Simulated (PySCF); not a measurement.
C4H5FO4.
Bonds: O1–C2 (double), C2–O3, O3–C4, C4–C5, C5–O6 (double), C5–O7, O7–C8, C8–F9. Hydrogens: H10 on C2; H11, H12 on C4; H13, H14 on C8.

The geometry is computed with GFN2-xTB (gas phase).

Give the optimised bond lengths and angles.

```tsv
bond	length (pm)
O1=C2	119.5
C2–O3	132.4
O3–C4	142.3
C4–C5	152.7
C5=O6	119.3
C5–O7	134.9
O7–C8	139.5
C8–F9	136.1
C2–H10	110.0
C4–H11, C4–H12	109.3
C8–H13, C8–H14	109.6
```

Bonds in one row agree within 1 pm and their mean is given. A selection of angles:
```tsv
angle	degrees
O1–C2–O3	125.6
O1–C2–H10	125.2
O3–C2–H10	109.1
C2–O3–C4	115.1
O3–C4–C5	110.9
O3–C4–H11	106.0
O3–C4–H12	110.6
C5–C4–H11	109.5
H11–C4–H12	110.7
C4–C5–O6	125.1
C4–C5–O7	109.8
O6–C5–O7	125.1
C5–O7–C8	117.5
O7–C8–F9	109.2
O7–C8–H13	107.9
O7–C8–H14	111.4
F9–C8–H13	107.7
H13–C8–H14	113.0
```

Dihedral angles: O1–C2–O3–C4 0° (synperiplanar); C2–O3–C4–C5 -49° (synclinal); O3–C4–C5–O6 -43° (synclinal); C4–C5–O7–C8 177° (antiperiplanar); C5–O7–C8–F9 -93° (anticlinal). The mirror-image conformer, all signs reversed, is as good.

Of the pairs four or more bonds apart, O1···C5 is among the closest relative to their van der Waals radii: 2.58 Å, 80 % of the sum of Bondi's values. The 6 C–O bonds span 1.193 Å (C5=O6, drawn double) to 1.423 Å (O3–C4, drawn single), a spread of 0.230 Å.

Point group: C1 (no symmetry element, even within 0.4 Å). No GFN2-xTB frequencies stand behind this structure, so it isn't proved a minimum. The numbers are those of one conformer.
